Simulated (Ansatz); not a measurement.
Reaction (redistribution): `C[N](C)[In]([CH3])[Br]` + `[SH][AlH][SH]` → `[CH3][In]([SH])[Br]` + `C[N](C)[AlH][SH]`

Isolated molecules relaxed with PBE0-D4/def2-TZVP in Ansatz; ΔE leaves out vibrations. CCSD(T)/CBS is the MP2 limit (def2-TZVPP, def2-QZVPP) plus CCSD(T) − MP2 in def2-TZVPP, frozen cores. This one scheme is used for every species. DFT in def2-TZVPP. Elements past krypton have def2 core potentials. For Br, In outer-core shells are correlated without core-valence functions, which leaves a few kJ/mol of doubt a bond. Scalar relativity is left out up to krypton. Each species was taken in one conformer, which may not be the lowest.

```
      level  ΔE (eV)
LDA (SPW92)    -0.58
     B97M-V    -0.62
   PBE-QIDH    -0.58
    r2SCAN0    -0.63
```

Problem. What does CCSD(T)/CBS give? (Best estimate.)

Solution. Computed: -0.51 eV. The listed levels differ from it by -0.07, -0.11, -0.07, -0.12 eV.

Largest T1 diagnostic among the species: 0.013.

From BLYP to BHLYP (50 % exact exchange), in def2-TZVPP and without D4, ΔE moves by −0.05 eV. Leaving LDA and LC-ωPBE aside and taking each functional with its dispersion term where it has one, the values, not all of them listed here, spread over 0.09 eV, from BHLYP-D4 to revPBE-D4. At CCSD(T), def2-SVP lies −0.06 eV from the extrapolated value and def2-TZVPP −0.04 eV.
